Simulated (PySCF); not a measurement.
Job for PySCF: R-M06-2X/def2-TZVPP on FGeH3Te (SMILES F[Te][GeH3]), a point of a torsion scan. Elements past Kr take the def2 small-core potentials; no spin–orbit coupling.

```python
from pyscf import gto, dft

mol = gto.M(
    atom='''
    F     2.59624673    0.64973940   -0.20098962
    Te    1.63482917   -1.03352758    0.28498186
    Ge   -0.65306612   -0.01468652    0.01482686
    H    -1.14455539    0.08404679   -1.40139827
    H    -0.77137839    1.34947070    0.61618468
    H    -1.62006435   -0.90899434    0.72948680
    ''',
    basis='def2-tzvpp',
    ecp={'Te': 'def2-tzvpp'},
    charge=0, spin=0, verbose=4, max_memory=1800)
mf = dft.RKS(mol, xc='m062x').density_fit(auxbasis='def2-universal-jkfit')
mf.grids.level = 4
mf.conv_tol = 1e-9
mf.max_cycle = 150
mf.kernel()
mf.dip_moment()
```

Output:

```
PySCF version 2.14.0

[INPUT] verbose = 4
[INPUT] num. atoms = 6
[INPUT] num. electrons = 68
[INPUT] charge = 0
[INPUT] spin (= nelec alpha-beta = 2S) = 0
[INPUT] symmetry False subgroup None
[INPUT] Mole.unit = angstrom
[INPUT] Symbol           X                Y                Z      unit          X                Y                Z       unit  Magmom
[INPUT]  1 F      2.596246730000   0.649739400000  -0.200989620000 AA    4.906195271498   1.227829518339  -0.379815335680 Bohr   0.0
[INPUT]  2 Te     1.634829170000  -1.033527580000   0.284981860000 AA    3.089379391750  -1.953084068385   0.538537665869 Bohr   0.0
[INPUT]  3 Ge    -0.653066120000  -0.014686520000   0.014826860000 AA   -1.234116108032  -0.027753500523   0.028018704687 Bohr   0.0
[INPUT]  4 H     -1.144555390000   0.084046790000  -1.401398270000 AA   -2.162896221495   0.158825414749  -2.648258921739 Bohr   0.0
[INPUT]  5 H     -0.771378390000   1.349470700000   0.616184680000 AA   -1.457693895508   2.550130036125   1.164420287353 Bohr   0.0
[INPUT]  6 H     -1.620064350000  -0.908994340000   0.729486800000 AA   -3.061477925672  -1.717750351380   1.378530263485 Bohr   0.0

nuclear repulsion = 313.814271849356
number of shells = 61
number of NR pGTOs = 286
number of NR cGTOs = 171
basis = def2-tzvpp
ecp = {'Te': 'def2-tzvpp'}


******** <class 'pyscf.df.df_jk.DFRKS'> ********
method = DFRKS
initial guess = minao
damping factor = 0
level_shift factor = 0
DIIS = <class 'pyscf.scf.diis.CDIIS'>
diis_start_cycle = 1
diis_space = 8
diis_damp = 0
SCF conv_tol = 1e-09
SCF conv_tol_grad = None
SCF max_cycles = 150
direct_scf = False
XC library pyscf.dft.libxc version 7.1.2
    S. Lehtola, C. Steigemann, M. J. T. Oliveira, and M. A. L. Marques,  SoftwareX 7, 1–5 (2018)
XC functionals = m062x
    Y. Zhao and D. G. Truhlar,  Theor. Chem. Acc. 120, 215 (2008)
    Y. Zhao and D. G. Truhlar,  Theor. Chem. Acc. 120, 215 (2008)
radial grids:
    Treutler-Ahlrichs [JCP 102, 346 (1995); DOI:10.1063/1.469408] (M4) radial grids

becke partition: Becke, JCP 88, 2547 (1988); DOI:10.1063/1.454033
pruning grids: <function nwchem_prune>
grids dens level: 4
symmetrized grids: False
atomic radii adjust function: <function treutler_atomic_radii_adjust>
small_rho_cutoff = 0
Set gradient conv threshold to 3.16228e-05
Initial guess from minao.
tot grids = 137736
******** <class 'pyscf.df.df.DF'> ********
auxbasis = def2-universal-jkfit
init E= -2404.10500807326
  HOMO = -0.605697700102177  LUMO = -0.603819669635728  gap/eV = 0.05110
cycle= 1 E= -2443.28653406814  delta_E= -39.2  |g|= 3.37  |ddm|= 28.1
  HOMO = -0.0925232544986727  LUMO = -0.0678675059400126  gap/eV = 0.67092
cycle= 2 E= -2415.93035789689  delta_E= 27.4  |g|= 6.98  |ddm|= 16.5
  HOMO = -0.178379600171511  LUMO = -0.15509786870641  gap/eV = 0.63353
cycle= 3 E= -2445.13999950301  delta_E= -29.2  |g|= 2.57  |ddm|= 14.5
  HOMO = -0.217811002203169  LUMO = -0.116580060504125  gap/eV = 2.75463
cycle= 4 E= -2446.55567871654  delta_E= -1.42  |g|= 0.454  |ddm|= 2.17
  HOMO = -0.257832288591354  LUMO = -0.048739103913177  gap/eV = 5.68972
cycle= 5 E= -2446.56953606513  delta_E= -0.0139  |g|= 0.361  |ddm|= 0.521
  HOMO = -0.272738146111419  LUMO = -0.0628394420634607  gap/eV = 5.71163
cycle= 6 E= -2446.59080795517  delta_E= -0.0213  |g|= 0.134  |ddm|= 0.159
  HOMO = -0.288412635847703  LUMO = -0.0689151900324168  gap/eV = 5.97283
cycle= 7 E= -2446.596605378  delta_E= -0.0058  |g|= 0.0426  |ddm|= 0.158
  HOMO = -0.29207749453527  LUMO = -0.0687036778929776  gap/eV = 6.07831
cycle= 8 E= -2446.59709718275  delta_E= -0.000492  |g|= 0.0135  |ddm|= 0.0656
  HOMO = -0.290057393059405  LUMO = -0.0667237371946622  gap/eV = 6.07722
cycle= 9 E= -2446.59713918924  delta_E= -4.2e-05  |g|= 0.00449  |ddm|= 0.0142
  HOMO = -0.28962395755876  LUMO = -0.0663414979073175  gap/eV = 6.07583
cycle= 10 E= -2446.59714961846  delta_E= -1.04e-05  |g|= 0.00178  |ddm|= 0.00825
  HOMO = -0.289743082943774  LUMO = -0.0663733146522889  gap/eV = 6.07820
cycle= 11 E= -2446.59715403911  delta_E= -4.42e-06  |g|= 0.000768  |ddm|= 0.00662
  HOMO = -0.289726195937181  LUMO = -0.0663807551320253  gap/eV = 6.07754
cycle= 12 E= -2446.59715525278  delta_E= -1.21e-06  |g|= 0.000246  |ddm|= 0.00443
  HOMO = -0.289730450704206  LUMO = -0.0663897385959382  gap/eV = 6.07741
cycle= 13 E= -2446.59715534783  delta_E= -9.5e-08  |g|= 9.5e-05  |ddm|= 0.00138
  HOMO = -0.289729746511656  LUMO = -0.0663903959236348  gap/eV = 6.07737
cycle= 14 E= -2446.59715535117  delta_E= -3.35e-09  |g|= 2.74e-05  |ddm|= 0.000184
  HOMO = -0.28972856146845  LUMO = -0.0663893919829572  gap/eV = 6.07737
cycle= 15 E= -2446.59715535151  delta_E= -3.31e-10  |g|= 7.93e-06  |ddm|= 5.65e-05
  HOMO = -0.289729556069465  LUMO = -0.066390158573427  gap/eV = 6.07737
Extra cycle  E= -2446.59715535153  delta_E= -2.41e-11  |g|= 5.8e-06  |ddm|= 1.49e-05
converged SCF energy = -2446.59715535153
Dipole moment(X, Y, Z, Debye): -2.15797, -1.84329,  0.55981
```

Self-consistency was reached.

Cost: around 30 core-seconds (rough).
